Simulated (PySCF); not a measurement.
Isomers of C4H6Se.

All values: PBE0/def2-SVPD (PySCF) at PBE0-D3(BJ)/def2-SVP geometries, gas phase, one conformer each. Core orbitals are frozen in the response; Δα² is half the sum of the squared differences of the principal polarisabilities. The calculation is non-relativistic, for selenium too.

Problem. Rank by vertical ionisation energy (ΔSCF), lowest first.
A. `[CH:1]#[C:2][CH2:3][Se:4][CH3:5]` with C2–C3–Se4–C5 -59°
B. `[Se:1]=[CH:2][CH:3]1[CH2:4][CH2:5]1` with Se1–C2–C3–C4 147°
C. `[CH3:1][C:2]#[C:3][CH2:4][SeH:5]` with C3–C4–Se5–H -59°
D. `[CH:1]1=[CH:2][Se:3][CH2:4][CH2:5]1` with C1–C2–Se3–C4 12°, C2–Se3–C4–C5 -23°, Se3–C4–C5–C1 30°, C2–C1–C5–C4 -22°

Solution. D (7.77 eV), B (8.12 eV), A (8.37 eV), C (8.62 eV).

Problem. Rank by dipole moment, highest first.
A. `[CH:1]#[C:2][CH2:3][Se:4][CH3:5]` with C2–C3–Se4–C5 -59°
B. `[Se:1]=[CH:2][CH:3]1[CH2:4][CH2:5]1` with Se1–C2–C3–C4 147°
C. `[CH3:1][C:2]#[C:3][CH2:4][SeH:5]` with C3–C4–Se5–H -59°

Solution. B (3.40 D), C (1.63 D), A (1.19 D).

Problem. Rank by HOMO energy, lowest first.
A. `[CH:1]#[C:2][CH2:3][Se:4][CH3:5]` with C2–C3–Se4–C5 -59°
B. `[CH3:1][C:2]#[C:3][CH2:4][SeH:5]` with C3–C4–Se5–H -59°
C. `[CH:1]1=[CH:2][Se:3][CH2:4][CH2:5]1` with C1–C2–Se3–C4 12°, C2–Se3–C4–C5 -23°, Se3–C4–C5–C1 30°, C2–C1–C5–C4 -22°
D. `[Se:1]=[CH:2][CH:3]1[CH2:4][CH2:5]1` with Se1–C2–C3–C4 147°

Solution. B (-6.56 eV), A (-6.27 eV), D (-6.06 eV), C (-5.76 eV).

All values together:

```csv
SMILES,μ (D),HOMO (eV),LUMO (eV),α (Å³),Δα (Å³),ΔSCF removal energy (eV)
C#CC[Se]C,1.19,-6.27,-0.29,11.33,4.43,8.37
[Se]=CC1CC1,3.40,-6.06,-2.25,12.10,8.17,8.12
CC#CC[SeH],1.63,-6.56,-0.38,11.90,7.45,8.62
C1=C[Se]CC1,1.63,-5.76,-0.13,10.79,4.11,7.77
```

Conformers: `[CH:1]#[C:2][CH2:3][Se:4][CH3:5]` with C2–C3–Se4–C5 -59°; `[Se:1]=[CH:2][CH:3]1[CH2:4][CH2:5]1` with Se1–C2–C3–C4 147°; `[CH3:1][C:2]#[C:3][CH2:4][SeH:5]` with C3–C4–Se5–H -59°; `[CH:1]1=[CH:2][Se:3][CH2:4][CH2:5]1` with C1–C2–Se3–C4 12°, C2–Se3–C4–C5 -23°, Se3–C4–C5–C1 30°, C2–C1–C5–C4 -22°.
